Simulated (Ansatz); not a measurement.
Program: Ansatz. Geometries: PBE0-D4/def2-TZVP. ΔE: electronic, gas phase. CCSD(T)/CBS adds triple-zeta CCSD(T) − MP2 to the extrapolated MP2 energy (def2 sets, frozen cores). Functionals use def2-TZVPP. For Br outer-core shells are correlated without core-valence functions, which leaves a few kJ/mol of doubt a bond. Scalar relativity is left out up to krypton. Each species was taken in one conformer, which may not be the lowest.

`C[SiH]1CCO1` + `NBCBr` → `CNBCBr` + `C1C[SiH2]O1`  (substitution at a C–Si bond)

```csv
species,r2SCAN-D4 energy (Eh)
`C[SiH]1CCO1`,-483.83024
`NBCBr`,-2694.88512
`CNBCBr`,-2734.17214
`C1C[SiH2]O1`,-444.50544
```

(1) Work out ΔE.

Largest T1 diagnostic among the species: 0.011.

Answers

(1) ΔE = (-2734.17214) + (-444.50544) − (-483.83024) − (-2694.88512) = 0.03778 Eh = +99.2 kJ/mol. CCSD(T)/CBS gives +93.9 kJ/mol.

In def2-TZVPP, CCSD(T) changes the Hartree–Fock value by +4.7 kJ/mol (the triples alone add +0.2 kJ/mol) and MP2 by +9.0 kJ/mol.
